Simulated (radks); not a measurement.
Q: These are the eigenvalues of the occupied orbitals of an atom or ion with whole-number occupations (eV). Method: scalar-relativistic Kohn-Sham, SCAN, spin-polarised, spherical densities, finite nucleus; meta-GGA in the generalised Kohn-Sham scheme; Fermi nuclear charge, rms radius of each element as measured or else 0.836 A^(1/3) + 0.57 fm; computed with a radial shooting solver on a logarithmic mesh with Libxc functionals.

1s: -5679.169
2s: -887.7707
2p: -787.8063
3s: -296.5182

Which element is it, and in what charge state? The configuration may be excited. Open shells, if any, are filled with parallel spins first.

A: Z = 23, vanadium, charge +11: V11+ in [Ne] 3s2. The list shows which subshells hold electrons but not how many an open one holds; the 1s level, -208.71 hartree, gives Z - s = 20.4 by -(Z - s)^2/2, which with screening and relativity narrows Z to a few neighbours, and the depths of the outer levels then fix element, charge and occupations together.
